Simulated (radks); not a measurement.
Values are calculated unless marked as measured or tabulated.
Numerical settings for the neodymium ion Nd2+, [Xe] 4f4. Code: a radial shooting solver on a logarithmic mesh with Libxc functionals. Model: scalar-relativistic Kohn-Sham, r2SCAN, spin-unpolarised, spherical densities, finite nucleus; meta-GGA in the generalised Kohn-Sham scheme; Fermi nuclear charge, rms radius 4.9123 fm. The defaults (mesh step 0.008 in ln r, mesh end at 40 bohr or more with all orbitals vanishing there, Anderson mixing 0.5 over 9 steps, residual threshold near 1e-9 with the energy settled to 1e-9 hartree or 1e-11 of itself, here a cap of 81 iterations) give E = -9623.928 hartree and 4f at -13.970 eV in 13 iterations. Run on one thread of a shared host, so times are rough (Intel(R) Xeon(R) 6975P-C): 0.1 s of CPU time, 0.1 s wall, 13 iterations on 2254 mesh points. Changes against that run (0 stands for a change within the tolerance of the run):

setting                    iterations  converged  E (mhartree)  e(4f) (meV)  CPU (s)
mesh step in ln r 0.005            14        yes             0      +0.0482     0.16
mesh step in ln r 0.08              3         no      diverged            -     0.01
mesh step in ln r 0.2               3         no      diverged            -        0
mesh end (bohr) 5                  11        yes         +7.27         +318     0.08
mesh end (bohr) 8                  13        yes       +0.0258        +3.56     0.09
residual threshold 0.001           10        yes             0       -0.249     0.08
residual threshold 0.01            10        yes             0       -0.249     0.08
mixing 0.05                        14        yes             0     -0.00541     0.11
linear mixing, mixing 1            26         no      diverged            -     0.37
linear mixing, mixing 0.2          62        yes             0      +0.0451     0.36
mixing history 2                   16        yes             0      +0.0563     0.13
iteration cap 8                     8         no             0        +2.05     0.07

Settings that end as converged yet miss the energy by more than 1 mhartree: mesh end (bohr) 5 (+0.00727 hartree). A mesh that ends early acts as a hard wall.
